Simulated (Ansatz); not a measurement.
InGaN₂ was relaxed with PBE-D4 (def2-SVP) in Ansatz in these states: neutral quintet, neutral singlet, neutral triplet. The geometries follow in no particular order.

In the def2 sets In takes a core potential; there is no spin–orbit coupling.

A:

```xyz
4

Ga   -1.1108   -1.6570    0.8476
In    1.1789    1.7586   -0.8996
N     0.4570   -0.2048    0.3685
N    -0.5251    0.1032   -0.3165
```

B:

```xyz
4

Ga    1.7236    1.8212    0.8926
In   -1.8075   -1.9152   -0.9313
N    -0.3422   -0.3588   -0.1796
N     0.4261    0.4528    0.2183
```

C:

```xyz
4

Ga   -0.921    0.256    0.805
In   -0.304   -1.264    2.693
N     0.598    0.370   -2.294
N     0.627    0.638   -1.205
```

Task: Judge from the bond lengths which geometry belongs to which state (an estimate).

Result: A is the neutral singlet (In2–N3 2.446 Å, In2–N4 2.446 Å, Ga1–N3 2.190 Å); B is the neutral triplet (In2–N3 2.266 Å, In2–N4 3.452 Å, Ga1–N3 3.189 Å); C is the neutral quintet (In2–N3 5.325 Å, In2–N4 4.436 Å, Ga1–N3 3.453 Å).
